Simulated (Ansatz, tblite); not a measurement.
MF5 with several metals: vertical IE (eV) at several levels, gas phase, relaxed structures; Ansatz, xTB through tblite. Core potentials for Nb, Ta in the def2 sets, no spin–orbit coupling. Raw xTB energies of ions are shifted by several eV. The structures are stationary points that may keep the symmetry of their start. Correlated methods freeze inner cores and use unrestricted references for open shells. Remarks come from the PBE and PBE0 runs and from stability tests at other levels; not every state was tested. HOMO above LUMO (over both spins in singlets and doublets, within one spin in higher multiplets; at PBE or PBE0), or a gap under 0.15 eV within one spin, warns that the state may not be the lowest or that an electron is smeared out.

```json
{"species": "NbF5", "state": "singlet to doublet", "geometry": "r2SCAN-D4/def2-SVP", "GFN1-xTB": "17.01", "r2SCAN-D4/def2-TZVP": "14.04", "PBE0-D4/def2-TZVP": "14.64", "CCSD(T)/def2-SVP": "15.04", "remarks": "gap within one spin near zero at PBE or PBE0 (+1 doublet), HOMO above LUMO (+1 doublet)"}
{"species": "TaF5", "state": "singlet to doublet", "geometry": "PBE0-D4/def2-SVP", "GFN1-xTB": "16.79", "r2SCAN-D4/def2-TZVP": "13.98", "PBE0-D4/def2-TZVP": "14.61", "CCSD(T)/def2-SVP": "15.12", "remarks": "gap within one spin near zero at PBE or PBE0 (+1 doublet), HOMO above LUMO (+1 doublet)"}
{"species": "VF5", "state": "singlet to doublet", "geometry": "PBE0-D4/def2-SVP", "GFN1-xTB": "20.50", "r2SCAN-D4/def2-TZVP": "14.17", "PBE0-D4/def2-TZVP": "14.72", "CCSD(T)/def2-SVP": "14.57", "remarks": "gap within one spin near zero at PBE or PBE0 (+1 doublet), HOMO above LUMO (+1 doublet)"}
```

Over the 3 species that have every level, the mean is 18.10 at GFN1-xTB, 14.06 at r2SCAN-D4/def2-TZVP, 14.66 at PBE0-D4/def2-TZVP, 14.91 at CCSD(T)/def2-SVP.
